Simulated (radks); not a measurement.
Values are calculated unless marked as measured or tabulated.
The niobium ion Nb5+, 36 electrons, occupied as [Kr] (the NIST ground configuration).

Code: a radial shooting solver on a logarithmic mesh with Libxc functionals. Model: scalar-relativistic Kohn-Sham, PBE, spin-polarised, spherical densities, finite nucleus; Fermi nuclear charge, rms radius 4.324 fm.

Energy parts (eV):
part                       energy
total                 -103803.022
kinetic                106884.570
electron-nucleus      -247776.320
Hartree                 40265.851
exchange-correlation    -3177.123

Orbitals (lengths in bohr, moments of r in powers of bohr; r(max) is where P^2 peaks):
orbital  occ.  eigenvalue (eV)   <1/r>     <r^2>   r(max)      <r>
1s          2        -18872.27   42.40  0.001757  0.02349  0.03610
2s          2        -2695.804   9.526   0.02944   0.1332   0.1580
2p          6        -2414.056   9.272   0.02318   0.1065   0.1377
3s          2        -503.0692   3.255    0.2248   0.3954   0.4429
3p          6        -410.9608   3.093    0.2310   0.3892   0.4454
3d         10        -260.5112   2.859    0.2251   0.3342   0.4321
4s          2        -119.1307   1.209     1.422    1.020    1.123
4p          6         -94.0062   1.090     1.711    1.098    1.228
4d          0         -57.3373  0.8568     2.670    1.310    1.522
5s          0         -45.3102  0.5433     6.665    2.335    2.446

The highest occupied level is 4p at -94.006 eV. The electron density at the nucleus is 8.408e+04 e/bohr^3 (large components only). Summed over all electrons, <r^2> = 17.40 bohr^2, which gives a Langevin (diamagnetic) susceptibility term of -13.8 x 10^-6 cm^3/mol. For comparison, the ionisation energy in NIST's Atomic Spectra Database is 102.07 eV (semi-empirical). In exact Kohn-Sham theory the highest level is minus the ionisation energy, but local and semilocal functionals leave it too shallow, through self-interaction and a potential that decays too fast; potentials with the right tail come closer.
